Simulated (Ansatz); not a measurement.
Ideal-gas functions of BBrFHO, SMILES `OB(F)Br` at 400 K and 1 bar, from an Ansatz frequency run at PBE0-D4/def2-TZVP.

Molar mass 126.72 g/mol, point group Cs (symmetry number 1), electronic degeneracy 1, moments of inertia 49.504, 178.648, 228.152 u Å². Harmonic wavenumbers (cm⁻¹, unscaled): 293, 345, 560, 565, 611, 987, 1238, 1493, 3901.

Use S(trans) = R[1.5 ln M + 2.5 ln T − 1.1517]; rotational temperatures θ = 24.2544 K / I; S(rot) = R[ln(√π/σ · √(T³/θAθBθC)) + 1.5]; for each mode x = 1.438777 ν̃/T, S = R[x/(eˣ − 1) − ln(1 − e⁻ˣ)] and H = RT x/(eˣ − 1); 1 cm⁻¹ = 0.0119627 kJ/mol; R = 8.31446 J/(mol·K).

Q: By hand: the entropy, in J/(mol·K).

A: Translation 175.4. Rotation: θ = 0.4899, 0.1358, 0.1063 K, giving 112.5. Vibration, mode by mode: 8.25, 7.03, 3.77, 3.72, 3.26, 1.12, 0.53, 0.25, 0.00, in all 27.9. Electronic 0.0. Sum 315.8 J/(mol·K).

Q: By hand: H − E and G − E in kJ/mol, counted from the electronic energy.

A: Zero-point energy ½ × 9993 × 0.0119627 = 59.8; thermal vibration 7.1; translation, rotation and pV give 4 RT = 13.3. H − E = 80.2 kJ/mol, and G − E = 80.2 − 400 × 315.8/1000 = -46.1 kJ/mol.

Vibration gives 9 % of the entropy. The sum counts one conformer and one mirror image; others add a mixing term.
